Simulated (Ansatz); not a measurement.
Reaction: CHCl2F (dichloro(fluoro)methane, SMILES FC(Cl)Cl) → CHClF (SMILES F[CH]Cl, doublet) + Cl (doublet) (the C-Cl bond breaks)
Each species at its own B3LYP-D3(BJ)/def2-TZVP minimum (Ansatz, a program for electronic structure).

Total energies in hartree (Ansatz). Radicals and triplets start from unrestricted determinants; spin-orbit coupling is neglected. Correlated methods leave the cores frozen. No relativity.

| species | HF/cc-pV(T+d)Z | CCSD(T)/cc-pV(T+d)Z | HF/cc-pV(Q+d)Z | CCSD(T)/cc-pV(Q+d)Z | CCSD(T)/cc-pV(D+d)Z | CCSDT(Q)/cc-pV(D+d)Z |
|---|---|---|---|---|---|---|
| 1: CHCl2F (SMILES FC(Cl)Cl) | -1056.96455 | -1057.82876 | -1056.98279 | -1057.92004 | -1057.53633 | -1057.53852 |
| 2: CHClF (SMILES [CH](Cl)F, doublet) | -597.40254 | -598.02874 | -597.41747 | -598.09544 | -597.81417 | -597.81598 |
| 3: Cl (doublet) | -459.48556 | -459.67356 | -459.48916 | -459.69449 | -459.60403 | -459.60445 |

Problem. Work out the bond dissociation energy (electronic) in kcal/mol: take Hartree-Fock from cc-pV(Q+d)Z, extrapolate the CCSD(T) correlation energy as X^-3 (X = 3, 4), and add CCSDT(Q) - CCSD(T) in cc-pV(D+d)Z. 1 hartree = 627.51 kcal/mol.

Solution. 
Species 1: correlation (64·(-0.93725) - 27·(-0.86421))/37 = -0.99055; step -0.00219; E1 = -1056.98279 + (-0.99055) + (-0.00219) = -1057.97553
Species 2: correlation (64·(-0.67797) - 27·(-0.62620))/37 = -0.71575; step -0.00181; E2 = -597.41747 + (-0.71575) + (-0.00181) = -598.13503
Species 3: correlation (64·(-0.20533) - 27·(-0.18800))/37 = -0.21798; step -0.00042; E3 = -459.48916 + (-0.21798) + (-0.00042) = -459.70756
-1·E1 +1·E2 +1·E3 = 0.13294 hartree = 83.4 kcal/mol.
